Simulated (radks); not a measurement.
All-electron atom: Si3.75+ in [He] 2s2 3s(up 0.5, down 0.5) 2p(up 3, down 2.25) (fractional occupations, a model configuration). All-electron calculation, scalar-relativistic Kohn-Sham, r2SCAN, spin-polarised, spherical densities, finite nucleus; meta-GGA in the generalised Kohn-Sham scheme; Fermi nuclear charge, rms radius 3.1224 fm. Program: a radial shooting solver on a logarithmic mesh with Libxc functionals. Some entries of the table are withheld. Estimate them.

| orbital | occ. | eigenvalue (Ry) | <r^2> (bohr^2) |
|---|---|---|---|
| 1s up | 1 | -137.5629 | (1) |
| 1s down | 1 | -137.4441 | (2) |
| 2s up | 1 | (3) | 0.3604 |
| 2s down | 1 | (4) | 0.3638 |
| 2p up | 3 | (5) | 0.3282 |
| 2p down | 2.25 | (6) | 0.3338 |
| 3s up | 0.5 | -3.80668 | 3.344 |
| 3s down | 0.5 | -3.78840 | 3.378 |

Answer. 
(1) 1s up <r^2> (bohr^2): 0.01667
(2) 1s down <r^2> (bohr^2): 0.01664
(3) 2s up eigenvalue (Ry): -15.30689
(4) 2s down eigenvalue (Ry): -15.09113
(5) 2p up eigenvalue (Ry): -12.01919
(6) 2p down eigenvalue (Ry): -11.76809
